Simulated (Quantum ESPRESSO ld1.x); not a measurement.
The numbers below are computed, except where a source is named.
Task: Species: Cs5+. Configuration: [Kr] 4d10 5s2 5p2. Level of theory: Dirac Kohn-Sham, PW91, spin-unpolarised, spherical densities, point nucleus; open shells are shared between the two j in proportion to 2j + 1 (ld1.x of Quantum ESPRESSO 7.5). Some entries of the table are withheld. Estimate them.

| orbital | occ. | eigenvalue (eV) | <r> (bohr) |
|---|---|---|---|
| 1s1/2 | 2 | -35835.745 | 0.02611 |
| 2s1/2 | 2 | -5669.020 | (1) |
| 2p1/2 | 2 | -5337.053 | 0.09402 |
| 2p3/2 | 4 | -4984.610 | 0.09991 |
| 3s1/2 | 2 | -1225.034 | 0.2987 |
| 3p1/2 | 2 | -1086.344 | 0.2886 |
| 3p3/2 | 4 | -1018.791 | 0.3004 |
| 3d3/2 | 4 | -775.023 | 0.2713 |
| 3d5/2 | 6 | -760.679 | 0.2750 |
| 4s1/2 | 2 | -277.983 | 0.6936 |
| 4p1/2 | 2 | -228.143 | (2) |
| 4p3/2 | 4 | -214.284 | (3) |
| 4d3/2 | 4 | -133.069 | 0.8232 |
| 4d5/2 | 6 | -130.746 | 0.8331 |
| 5s1/2 | 2 | -78.577 | 1.606 |
| 5p1/2 | 0.666667 | (4) | 1.760 |
| 5p3/2 | 1.33333 | (5) | 1.817 |

Result: 
(1) 2s1/2 <r> (bohr): 0.1117
(2) 4p1/2 <r> (bohr): 0.7189
(3) 4p3/2 <r> (bohr): 0.7461
(4) 5p1/2 eigenvalue (eV): -64.490
(5) 5p3/2 eigenvalue (eV): -62.127
